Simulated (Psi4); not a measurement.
H2F2Se2Si, singlet, geometry from GFN2-xTB; CAM-B3LYP/cc-pV(T+d)Z run with Psi4.

Input for Psi4:
```
memory 2 GB

molecule mol {
0 1
F    -1.499362    0.668674   -1.224043
Si   -0.608905    0.131392   -0.016590
F    -1.703146    0.022378    1.136787
Se    0.142976   -1.886157   -0.696419
Se    0.871065    1.667342    0.724048
H     1.047091   -2.059683    0.413551
H     1.822763    1.440413   -0.335359
}

set {
  basis cc-pv(t+d)z
  reference rks
}

energy('cam-b3lyp')
print_variables()
```

The log (banner, timings and long lists left out):

```
   => Loading Basis Set <=

    Name: CC-PV(T+D)Z
    Role: ORBITAL
    Keyword: BASIS

         ---------------------------------------------------------
                                   SCF
               by Justin Turney, Rob Parrish, Andy Simmonett
                          and Daniel G. A. Smith
                              RKS Reference
         ---------------------------------------------------------

  ==> Geometry <==

    Molecular point group: c1
    Full point group: C1

    Geometry (in Angstrom), charge = 0, multiplicity = 1:

       Center              X                  Y                   Z               Mass
    ------------   -----------------  -----------------  -----------------  -----------------
         F           -1.525931429127     0.674407503552    -1.224767053205    18.998403162730
         SI          -0.635474429127     0.137125503552    -0.017314053205    27.976926534650
         F           -1.729715429127     0.028111503552     1.136062946795    18.998403162730
         SE           0.116406570873    -1.880423496448    -0.697143053205    79.916521800000
         SE           0.844495570873     1.673075503552     0.723323946795    79.916521800000
         H            1.020521570873    -2.053949496448     0.412826946795     1.007825032230
         H            1.796193570873     1.446146503552    -0.336083053205     1.007825032230

  Running in c1 symmetry.

  Rotational constants: A =      0.07701  B =      0.02514  C =      0.02184 [cm^-1]
  Rotational constants: A =   2308.58587  B =    753.80227  C =    654.85625 [MHz]
  Nuclear repulsion =  731.789684584791871

  Charge       = 0
  Multiplicity = 1
  Electrons    = 102
  Nalpha       = 51
  Nbeta        = 51

  ==> Algorithm <==

  SCF Algorithm Type is DF.
  DIIS enabled.
  MOM disabled.
  Fractional occupation disabled.
  Guess Type is SAD.
  Energy threshold   = 1.00e-06
  Density threshold  = 1.00e-06
  Integral threshold = 1.00e-12

  ==> Primary Basis <==

  Basis Set: CC-PV(T+D)Z
    Blend: CC-PV(T+D)Z
    Number of shells: 75
    Number of basis functions: 213
    Number of Cartesian functions: 243
    Spherical Harmonics?: true
    Max angular momentum: 3

  ==> DFT Potential <==

   => LibXC <=

    Version 7.1.2
    S. Lehtola, C. Steigemann, M. J. T. Oliveira, and M. A. L. Marques,  SoftwareX 7, 1–5 (2018) (10.1016/j.softx.2017.11.002)

   => Composite Functional: CAM-B3LYP <=

    CAM-B3LYP Hyb-GGA Exchange-Correlation Functional

    T. Yanai, D. P. Tew, and N. C. Handy,  Chem. Phys. Lett. 393, 51 (2004) (10.1016/j.cplett.2004.06.011)

    Deriv               =              1
    GGA                 =           TRUE
    Meta                =          FALSE

    Exchange Hybrid     =           TRUE
    MP2 Hybrid          =          FALSE

   => Exchange Functionals <=

    0.3500         Becke 88 [omega = 0.3300]
    0.4600   Short-range recipe for B88 functional - erf [omega = 0.3300]

   => Exact (HF) Exchange <=

    0.4600            HF,LR [omega = 0.3300]
    0.1900               HF

   => Correlation Functionals <=

    0.1900   Vosko, Wilk & Nusair (VWN5)
    0.8100   Lee, Yang & Parr

   => LibXC Density Thresholds  <==

    XC_HYB_GGA_XC_CAM_B3LYP:  1.00E-14

   => Molecular Quadrature <=

    Radial Scheme          =       TREUTLER
    Pruning Scheme         =           NONE
    Nuclear Scheme         =       TREUTLER

    Blocking Scheme        =         OCTREE
    BS radius alpha        =              1
    Pruning alpha          =              1
    Radial Points          =             75
    Spherical Points       =            302
    Total Points           =         150155
    Total Blocks           =           1191
    Max Points             =            256
    Max Functions          =            213
    Weights Tolerance      =       1.00E-15

   => Loading Basis Set <=

    Name: (CC-PV(T+D)Z AUX)
    Role: JKFIT
    Keyword: DF_BASIS_SCF

  ==> Integral Setup <==

  SCF_SUBTYPE=INCORE selected. In-core MEM_DF algorithm will be used.
  Using in-core AOs.

  ==> MemDFJK: Density-Fitted J/K Matrices <==

    J tasked:                   Yes
    K tasked:                   Yes
    wK tasked:                  Yes
    Omega:                3.300E-01
    Algorithm:                 Core
    Schwarz Cutoff:           1E-12
    Mask sparsity (%):       3.6633
    Fitting Condition:        1E-10

   => Auxiliary Basis Set <=

  Basis Set: (CC-PV(T+D)Z AUX)
    Blend: CC-PVTZ-JKFIT
    Number of shells: 209
    Number of basis functions: 753
    Number of Cartesian functions: 945
    Spherical Harmonics?: true
    Max angular momentum: 4

  Minimum eigenvalue in the overlap matrix is 2.0584239774E-03.
  Reciprocal condition number of the overlap matrix is 4.1288278346E-04.
    Using symmetric orthogonalization.

  ==> Pre-Iterations <==

  SCF Guess: Superposition of Atomic Densities via on-the-fly atomic UHF (no occupation information).

   -------------------------
    Irrep   Nso     Nmo
   -------------------------
     A        213     213
   -------------------------
    Total     213     213
   -------------------------

  ==> Iterations <==

                           Total Energy        Delta E     RMS |[F,P]|

   @DF-RKS iter SAD: -5288.90656602073432   -5.28891e+03   0.00000e+00
   @DF-RKS iter   1: -5292.84347016966331   -3.93690e+00   1.11514e-02 DIIS/ADIIS
   @DF-RKS iter   2: -5293.09603423460339   -2.52564e-01   1.06114e-02 DIIS/ADIIS
   @DF-RKS iter   3: -5294.06982656661057   -9.73792e-01   6.70085e-04 DIIS/ADIIS
   @DF-RKS iter   4: -5294.07407022891402   -4.24366e-03   4.71644e-04 DIIS/ADIIS
   @DF-RKS iter   5: -5294.07727475036063   -3.20452e-03   6.25380e-05 DIIS
   @DF-RKS iter   6: -5294.07733410132096   -5.93510e-05   1.28404e-05 DIIS
   @DF-RKS iter   7: -5294.07733961124086   -5.50992e-06   3.23027e-06 DIIS
   @DF-RKS iter   8: -5294.07734010910463   -4.97864e-07   6.51866e-07 DIIS
  Energy and wave function converged.

  ==> Post-Iterations <==

   Electrons on quadrature grid:
      Ntotal   =  102.0000108053 ; deviation = 1.081e-05

    Orbital Energies [Eh]
    ---------------------

    Doubly Occupied:

[...]
    Virtual:

[...]
    Final Occupation by Irrep:
              A
    DOCC [    51 ]
    NA   [    51 ]
    NB   [    51 ]

  @DF-RKS Final Energy: -5294.07734010910463

   => Energetics <=

    Nuclear Repulsion Energy =            731.7896845847918712
    One-Electron Energy =               -8828.5668208616461925
    Two-Electron Energy =                2971.3044961889777369
    DFT Exchange-Correlation Energy =    -168.6047000212279272
    Empirical Dispersion Energy =           0.0000000000000000
    VV10 Nonlocal Energy =                  0.0000000000000000
    Total Energy =                      -5294.0773401091046253

Computation Completed

Properties will be evaluated at   0.000000,   0.000000,   0.000000 [a0]

Properties computed using the SCF density matrix

 Multipole Moments:

 ------------------------------------------------------------------------------------
     Multipole            Electronic (a.u.)      Nuclear  (a.u.)        Total (a.u.)
 ------------------------------------------------------------------------------------

 L = 1.  Multiply by 2.5417464519 to convert [e a0] to [Debye]
 Dipole X            :          6.0456010           -5.1213010            0.9243000
 Dipole Y            :         -1.3045499            1.1050993           -0.1994506
 Dipole Z            :          0.1647206           -0.1395363            0.0251844
 Magnitude           :                                                    0.9459098

 ------------------------------------------------------------------------------------

  Variable Map:
  ----------------------------------------------------------------------------
[...]
  Array Variable Map:
  ----------------------------------------------------------------------------
[...]
[...]
```
